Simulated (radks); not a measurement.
O-, configuration [He] 2s2 2p5.

Calculated with a radial shooting solver on a logarithmic mesh with Libxc functionals: non-relativistic Kohn-Sham, PBEsol, spin-polarised, spherical densities, point nucleus; open shells are filled with parallel spins first; Watson sphere of charge +1 and radius 2.04 bohr.

Energy parts (hartree; the electron-nucleus part includes the sphere):
total: -79.09052
kinetic: 74.92860
electron-nucleus: -186.73931
Hartree: 41.16361
exchange-correlation: -8.44342

Orbitals (lengths in bohr, moments of r in powers of bohr; r(max) is where P^2 peaks):
| orbital | occ. | eigenvalue (hartree) | r(max) | <r^4> |
|---|---|---|---|---|
| 1s up | 1 | -18.69498 | 0.1296 | 0.007713 |
| 1s down | 1 | -18.67396 | 0.1296 | 0.007669 |
| 2s up | 1 | -0.84356 | 0.8863 | 5.941 |
| 2s down | 1 | -0.79201 | 0.8920 | 6.381 |
| 2p up | 3 | -0.30937 | 0.8493 | 16.78 |
| 2p down | 2 | -0.26215 | 0.8658 | 21.18 |

The highest occupied level is 2p down at -7.133 eV. Spin moment in Bohr magnetons: 1.
